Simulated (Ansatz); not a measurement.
Ansatz (a quantum-chemistry and plane-wave program) input (B3LYP-D3(BJ)/def2-TZVP):

Ansatz 0.2 input:
```yaml
crystal:
  periodic: [false, false, false]
  atoms:
    - {symbol: S, position_ang: [-0.92033396, 0.01263961, 0.45810799]}
    - {symbol: S, position_ang: [0.82388438, 0.04083510, -0.47353801]}
    - {symbol: H, position_ang: [1.54319333, -0.85559544, 0.24688016]}
basis:
  gaussian:
    orbitals: def2-TZVP
hamiltonian:
  xc: b3lyp
  dispersion: d3bj
magnetization: {spin_polarized: true, initial_magnetization: 1}
phonons: {temperatures: {t_min: 298.15, t_max: 298.15, t_step: 100}}
```

Output:

```
Functional definition: B3LYP
integrals: 0.02 GiB planned
586 factors; their error is unknown
mean field: 0.25 GiB planned
mean field evaluation 1: about -21687.7024 eV, gradient 8.3e0 eV
mean field evaluation 2: about -21687.4304 eV, gradient 1.1e1 eV
mean field evaluation 4: about -21688.1502 eV, gradient 9.9e-1 eV
mean field evaluation 8: about -21688.1921 eV, gradient 3.6e-2 eV
mean field evaluation 16: about -21687.4945 eV, gradient 5.0e0 eV
mean field -21688.19207140 eV, -797.0263578393 hartree, gradient 3.5e-5 eV, S^2 0.754699; 1 other end points of the search recorded, 0 dependent functions left out
the calculation of the forces begins
reference -21688.19225126 eV, -797.0263644490 hartree; 17, 16 occupied and 63, 64 virtual orbitals, 586 factors
these checks for a lower state are left out or cut short: stability, starts, cluster_reference, orbital_swaps, neighbouring_geometries, increment
integrals: 0.02 GiB planned
586 factors; their error is unknown
mean field: 0.25 GiB planned
mean field -21688.19206080 eV, -797.0263574497 hartree, gradient 1.4e-6 eV, S^2 0.754700; 0 other end points of the search recorded, 0 dependent functions left out
the calculation of the forces begins
reference -21688.19224064 eV, -797.0263640590 hartree; 17, 16 occupied and 63, 64 virtual orbitals, 586 factors
these checks for a lower state are left out or cut short: stability, starts, cluster_reference, orbital_swaps, neighbouring_geometries, increment
integrals: 0.02 GiB planned
586 factors; their error is unknown
mean field: 0.26 GiB planned
mean field evaluation 32: about -21688.1921 eV, gradient 1.4e-6 eV
mean field -21688.19206101 eV, -797.0263574574 hartree, gradient 1.4e-6 eV, S^2 0.754698; 0 other end points of the search recorded, 0 dependent functions left out
the calculation of the forces begins
reference -21688.19224087 eV, -797.0263640674 hartree; 17, 16 occupied and 63, 64 virtual orbitals, 586 factors
these checks for a lower state are left out or cut short: stability, starts, cluster_reference, orbital_swaps, neighbouring_geometries, increment
integrals: 0.02 GiB planned
586 factors; their error is unknown
mean field: 0.26 GiB planned
mean field -21688.19202772 eV, -797.0263562340 hartree, gradient 1.4e-6 eV, S^2 0.754701; 0 other end points of the search recorded, 0 dependent functions left out
the calculation of the forces begins
reference -21688.19220757 eV, -797.0263628434 hartree; 17, 16 occupied and 63, 64 virtual orbitals, 586 factors
these checks for a lower state are left out or cut short: stability, starts, cluster_reference, orbital_swaps, neighbouring_geometries, increment
integrals: 0.02 GiB planned
586 factors; their error is unknown
mean field: 0.26 GiB planned
mean field -21688.19205523 eV, -797.0263572449 hartree, gradient 1.4e-6 eV, S^2 0.754698; 0 other end points of the search recorded, 0 dependent functions left out
the calculation of the forces begins
reference -21688.19223509 eV, -797.0263638550 hartree; 17, 16 occupied and 63, 64 virtual orbitals, 586 factors
these checks for a lower state are left out or cut short: stability, starts, cluster_reference, orbital_swaps, neighbouring_geometries, increment
integrals: 0.02 GiB planned
586 factors; their error is unknown
mean field: 0.25 GiB planned
mean field -21688.19199972 eV, -797.0263552053 hartree, gradient 1.4e-6 eV, S^2 0.754699; 0 other end points of the search recorded, 0 dependent functions left out
the calculation of the forces begins
reference -21688.19217967 eV, -797.0263618180 hartree; 17, 16 occupied and 63, 64 virtual orbitals, 586 factors
these checks for a lower state are left out or cut short: stability, starts, cluster_reference, orbital_swaps, neighbouring_geometries, increment
integrals: 0.02 GiB planned
586 factors; their error is unknown
mean field: 0.26 GiB planned
mean field -21688.19199539 eV, -797.0263550460 hartree, gradient 1.1e-6 eV, S^2 0.754700; 0 other end points of the search recorded, 0 dependent functions left out
the calculation of the forces begins
reference -21688.19217516 eV, -797.0263616527 hartree; 17, 16 occupied and 63, 64 virtual orbitals, 586 factors
these checks for a lower state are left out or cut short: stability, starts, cluster_reference, orbital_swaps, neighbouring_geometries, increment
integrals: 0.02 GiB planned
586 factors; their error is unknown
mean field: 0.26 GiB planned
mean field evaluation 64: about -21688.1920 eV, gradient 5.8e-5 eV
mean field -21688.19203925 eV, -797.0263566580 hartree, gradient 1.2e-6 eV, S^2 0.754697; 0 other end points of the search recorded, 0 dependent functions left out
the calculation of the forces begins
reference -21688.19221909 eV, -797.0263632670 hartree; 17, 16 occupied and 63, 64 virtual orbitals, 586 factors
these checks for a lower state are left out or cut short: stability, starts, cluster_reference, orbital_swaps, neighbouring_geometries, increment
integrals: 0.02 GiB planned
586 factors; their error is unknown
mean field: 0.26 GiB planned
mean field -21688.19203123 eV, -797.0263563630 hartree, gradient 1.1e-6 eV, S^2 0.754701; 0 other end points of the search recorded, 0 dependent functions left out
the calculation of the forces begins
reference -21688.19221111 eV, -797.0263629735 hartree; 17, 16 occupied and 63, 64 virtual orbitals, 586 factors
these checks for a lower state are left out or cut short: stability, starts, cluster_reference, orbital_swaps, neighbouring_geometries, increment
integrals: 0.02 GiB planned
586 factors; their error is unknown
mean field: 0.25 GiB planned
mean field -21688.19201464 eV, -797.0263557533 hartree, gradient 2.4e-6 eV, S^2 0.754698; 0 other end points of the search recorded, 0 dependent functions left out
the calculation of the forces begins
reference -21688.19219442 eV, -797.0263623603 hartree; 17, 16 occupied and 63, 64 virtual orbitals, 586 factors
these checks for a lower state are left out or cut short: stability, starts, cluster_reference, orbital_swaps, neighbouring_geometries, increment
integrals: 0.02 GiB planned
586 factors; their error is unknown
mean field: 0.25 GiB planned
mean field -21688.19201874 eV, -797.0263559040 hartree, gradient 1.5e-6 eV, S^2 0.754700; 0 other end points of the search recorded, 0 dependent functions left out
the calculation of the forces begins
reference -21688.19219867 eV, -797.0263625163 hartree; 17, 16 occupied and 63, 64 virtual orbitals, 586 factors
these checks for a lower state are left out or cut short: stability, starts, cluster_reference, orbital_swaps, neighbouring_geometries, increment
integrals: 0.02 GiB planned
586 factors; their error is unknown
mean field: 0.25 GiB planned
mean field evaluation 96: about -21688.1921 eV, gradient 1.1e-6 eV
mean field -21688.19206759 eV, -797.0263576993 hartree, gradient 1.1e-6 eV, S^2 0.754700; 0 other end points of the search recorded, 0 dependent functions left out
the calculation of the forces begins
reference -21688.19224748 eV, -797.0263643101 hartree; 17, 16 occupied and 63, 64 virtual orbitals, 586 factors
these checks for a lower state are left out or cut short: stability, starts, cluster_reference, orbital_swaps, neighbouring_geometries, increment
integrals: 0.02 GiB planned
586 factors; their error is unknown
mean field: 0.26 GiB planned
mean field -21688.19204813 eV, -797.0263569842 hartree, gradient 9.3e-7 eV, S^2 0.754698; 0 other end points of the search recorded, 0 dependent functions left out
the calculation of the forces begins
reference -21688.19222796 eV, -797.0263635928 hartree; 17, 16 occupied and 63, 64 virtual orbitals, 586 factors
Total energy: -21688.29554381 eV, -797.0301603802 hartree
Atom 0 at    -0.920334     0.012640     0.458108 Å, force     0.000017     0.000000    -0.000009 eV/Å
Atom 1 at     0.823884     0.040835    -0.473538 Å, force    -0.000008    -0.000011     0.000017 eV/Å
Atom 2 at     1.543193    -0.855595     0.246880 Å, force    -0.000009     0.000011    -0.000008 eV/Å
Dipole moment:     0.305226    -0.126686    -0.002920 e Å
Vibrations: 584.36 915.57 2544.21 cm⁻¹, zero-point energy 0.250705 eV
```

It need not be the lowest isomer of its formula.
